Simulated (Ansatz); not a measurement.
Relaxation of Cl$_{2}$H$_{2}$O$_{2}$Si (7 atoms, charge 0, multiplicity 1), to a largest force component of 0.03 eV/Å in at most 50 steps.

These are results of RHF/def2-SVP in Ansatz, not measurements.

```xyz
7
Properties=species:S:1:pos:R:3:forces:R:3
Si 0.098 0.130 0.375 -1.02 -0.18 -1.91
O -0.692 -0.012 -1.122 0.59 0.49 1.82
O 1.254 -0.982 0.173 -0.05 -0.15 -0.34
H 1.114 -1.350 -0.699 0.46 -0.15 0.44
Cl 0.841 2.005 0.663 0.01 0.00 0.00
Cl -1.157 -0.294 1.925 0.00 -0.01 0.00
H -1.459 0.504 -1.315 0.01 0.00 -0.01
```

Task: Where does it end, and by what steps?

Result: It converged. After 5 steps the energy has fallen by 0.187 eV; H4 moved furthest, 0.28 Å.

```json
{"step": "0", "energy less start (eV)": "0.0000", "largest force component (eV/Å)": "1.910", "accepted": "yes"}
{"step": "1", "energy less start (eV)": "-0.1000", "largest force component (eV/Å)": "1.195", "accepted": "yes"}
{"step": "2", "energy less start (eV)": "-0.1606", "largest force component (eV/Å)": "0.768", "accepted": "yes"}
{"step": "3", "energy less start (eV)": "-0.1469", "largest force component (eV/Å)": "1.666", "accepted": "no"}
{"step": "4", "energy less start (eV)": "-0.1863", "largest force component (eV/Å)": "0.064", "accepted": "yes"}
{"step": "5", "energy less start (eV)": "-0.1869", "largest force component (eV/Å)": "0.027", "accepted": "yes"}
```

```xyz
7
Properties=species:S:1:pos:R:3
Si 0.058 0.115 0.288
O -0.782 0.072 -1.101
O 1.251 -0.971 0.181
H 1.336 -1.495 -0.601
Cl 0.832 1.983 0.613
Cl -1.157 -0.321 1.877
H -1.537 0.617 -1.257
```

Run time: 5.6 s on 2 threads of Intel(R) Xeon(R) Platinum 8488C (Sapphire Rapids) (shared host), peak memory 0.2 GiB.
